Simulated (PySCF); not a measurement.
## Radial density of Cr⁺ (chromium, charge +1)

UHF, [Ar] 3d4 4s1, high-spin 6D determinant (an excited configuration). Calculation: PySCF 2.14, in dyall-av2z (16s12p7d2f, 101 functions); no relativity, point nucleus.

```json
{"r (bohr)": "0.00121", "4πr²ρ (e/bohr)": "0.1604", "4πr²(ρα − ρβ)": "0.0001"}
{"r (bohr)": "0.00203", "4πr²ρ (e/bohr)": "0.4367", "4πr²(ρα − ρβ)": "0.0001"}
{"r (bohr)": "0.00341", "4πr²ρ (e/bohr)": "1.156", "4πr²(ρα − ρβ)": "0.0004"}
{"r (bohr)": "0.00574", "4πr²ρ (e/bohr)": "2.926", "4πr²(ρα − ρβ)": "0.0010"}
{"r (bohr)": "0.00965", "4πr²ρ (e/bohr)": "6.861", "4πr²(ρα − ρβ)": "0.0022"}
{"r (bohr)": "0.0162", "4πr²ρ (e/bohr)": "14.18", "4πr²(ρα − ρβ)": "0.0044"}
{"r (bohr)": "0.0273", "4πr²ρ (e/bohr)": "23.77", "4πr²(ρα − ρβ)": "0.0063"}
{"r (bohr)": "0.0459", "4πr²ρ (e/bohr)": "28.59", "4πr²(ρα − ρβ)": "0.0030"}
{"r (bohr)": "0.0772", "4πr²ρ (e/bohr)": "23.52", "4πr²(ρα − ρβ)": "-0.0077"}
{"r (bohr)": "0.130", "4πr²ρ (e/bohr)": "24.27", "4πr²(ρα − ρβ)": "0.0164"}
{"r (bohr)": "0.218", "4πr²ρ (e/bohr)": "31.21", "4πr²(ρα − ρβ)": "0.2433"}
{"r (bohr)": "0.368", "4πr²ρ (e/bohr)": "15.56", "4πr²(ρα − ρβ)": "1.1419"}
{"r (bohr)": "0.618", "4πr²ρ (e/bohr)": "11.72", "4πr²(ρα − ρβ)": "2.8393"}
{"r (bohr)": "1.04", "4πr²ρ (e/bohr)": "10.54", "4πr²(ρα − ρβ)": "2.8968"}
{"r (bohr)": "1.75", "4πr²ρ (e/bohr)": "2.398", "4πr²(ρα − ρβ)": "1.3662"}
{"r (bohr)": "2.94", "4πr²ρ (e/bohr)": "0.5363", "4πr²(ρα − ρβ)": "0.5245"}
{"r (bohr)": "4.95", "4πr²ρ (e/bohr)": "0.07444", "4πr²(ρα − ρβ)": "0.0744"}
{"r (bohr)": "8.32", "4πr²ρ (e/bohr)": "0.0007006", "4πr²(ρα − ρβ)": "0.0007"}
```

Where is the radial spin density 4πr²(ρα − ρβ) most negative, and why is it negative at all?

Around r = 0.0772 bohr, down to -0.0077 e/bohr: exchange with the open shell polarises the paired shells in an unrestricted calculation.
